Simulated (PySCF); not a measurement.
Stretching RbF⁻

Set-up: Rb def2-SVPD with ECP28, F def2-SVPD; scalar-relativistic core potentials (PySCF 2.14). Energies in eV from Rb + F⁻ in their ground configurations at the same level. State: ²Σ⁺ (doublet), unpaired electrons σ ↑.

```
R (Å)   B3LYP   HSE06
2.110  -1.160  -1.369
2.209  -1.459  -1.651
2.307  -1.621  -1.797
2.380  -1.680  -1.846
2.454  -1.702  -1.858
2.528  -1.697  -1.844
2.626  -1.661  -1.796
2.748  -1.586  -1.709
2.896  -1.474  -1.585
3.092  -1.312  -1.410
```

Q: Put a parabola through the three lowest points of the B3LYP curve and estimate Re, k and ωe (reduced mass 15.52 u; 1 eV/Å² = 0.16022 mdyn/Å; ωe = 1302.8·√(k/μ) cm⁻¹).

A: Through R = 2.38, 2.454, 2.528 Å the second-order coefficient is 2.47 eV/Å², so Re ≈ 2.477 Å, k ≈ 0.790 mdyn/Å and ωe ≈ 294 cm⁻¹. A polynomial fit of higher order to the unrounded B3LYP energies gives Re = 2.474 Å, k = 0.730 mdyn/Å, ωe = 283 cm⁻¹; anharmonicity and rounding make the difference.

The higher-order fit for each curve: B3LYP: Re = 2.474 Å, ωe = 283 cm⁻¹, De = 1.70 eV; HSE06: Re = 2.447 Å, ωe = 296 cm⁻¹, De = 1.86 eV.

Spin–orbit coupling is left out. For an ion De counts to the pair picked by the measured ionisation energies or electron affinities, which need not be the lowest pair at this level. The highest Kohn–Sham level is positive in this anion. Much of that is self-interaction error, but it also means that the finite basis helps to hold the extra electron. The state is the lowest determinant that a PBE0 search found; another state may lie lower at other levels.
